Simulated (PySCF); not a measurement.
# Re⁺: excitation energy

Re⁺ [Xe] 4f14 5d5 6s1 (7S) → Re⁺ [Xe] 4f14 5d4 6s1 6p1 (high-spin determinant), as a difference of total energies. All numbers are calculated (PySCF 2.14, scalar relativity through the core potential, in aug-cc-pwCVDZ-PP with ECP60MDF (6s6p5d3f, 70 functions)). Correlated levels: valence: 5s2 5p6 frozen. The calculations carry no spin-orbit coupling.

```csv
method,excitation energy (eV)
UHF,6.734
MP2 (valence),7.129
SCS-MP2 (valence),6.866
CCSD (valence),7.131
CCSD(T) (valence),7.124
```

Question: How much does correlation contribute at CCSD(T) (valence)?

Answer: 7.124 − (6.734) = 0.390 eV, measured against UHF.

The coupled-cluster amplitudes are large for the upper state (T1 above 0.03 or a double amplitude above 0.15), so a single reference is strained.

The determinant of the upper state mixes LS terms, which raises its energy above the lowest term, most at the Hartree-Fock and MP2 levels.
